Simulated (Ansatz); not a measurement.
```yaml
crystal:
  periodic: [false, false, false]
  atoms:
    - {symbol: C, position_ang: [-0.330763, 2.138091, -0.550791]}
    - {symbol: In, position_ang: [0.085946, 0.098017, 0.034860]}
    - {symbol: C, position_ang: [1.599348, -0.211391, 1.549006]}
    - {symbol: Si, position_ang: [-1.213390, -1.887769, -0.989839]}
    - {symbol: H, position_ang: [-1.010189, 2.191148, -1.401130]}
    - {symbol: H, position_ang: [-0.780777, 2.671588, 0.290585]}
    - {symbol: h, position_ang: [0.600242, 2.649835, -0.805134]}
    - {symbol: H, position_ang: [1.841399, -1.265971, 1.678656]}
    - {symbol: H, position_ang: [1.242516, 0.185148, 2.503238]}
    - {symbol: H, position_ang: [2.508163, 0.334028, 1.284792]}
    - {symbol: H, position_ang: [-1.681946, -1.617104, -2.379264]}
    - {symbol: H, position_ang: [-2.429081, -2.176337, -0.172065]}
    - {symbol: H, position_ang: [-0.410968, -3.143983, -1.028213]}
basis:
  gaussian: {orbitals: def2-SVPD, point_charges: [{charge: 1.00, position_ang: [6.656, 0.819, -0.284]}]}
magnetization: {spin_polarized: true, initial_magnetization: 2}
hamiltonian: {xc: {name: wB97X-V}}
accuracy: high
output: {forces: true}
```

```sh
$ ansatz run in.yaml --threads 4 --pin off --events-out ev --progress --plain --max-ram 10444MiB
```

(1) How does Ansatz answer? (Best estimate.)

Results:

(1) Ansatz gave: The program refused the input.
```
Error: YAML parse error: error: line 10 column 16: `h` is not an element symbol (H … Og, case-exact)
 8 |     - {symbol: H, position_ang: [-1.010189, 2.191148, -1.401130]}
 9 |     - {symbol: H, position_ang: [-0.780777, 2.671588, 0.290585]}
10 |     - {symbol: h, position_ang: [0.600242, 2.649835, -0.805134]}
11 |     - {symbol: H, position_ang: [1.841399, -1.265971, 1.678656]}
12 |     - {symbol: H, position_ang: [1.242516, 0.185148, 2.503238]}
```
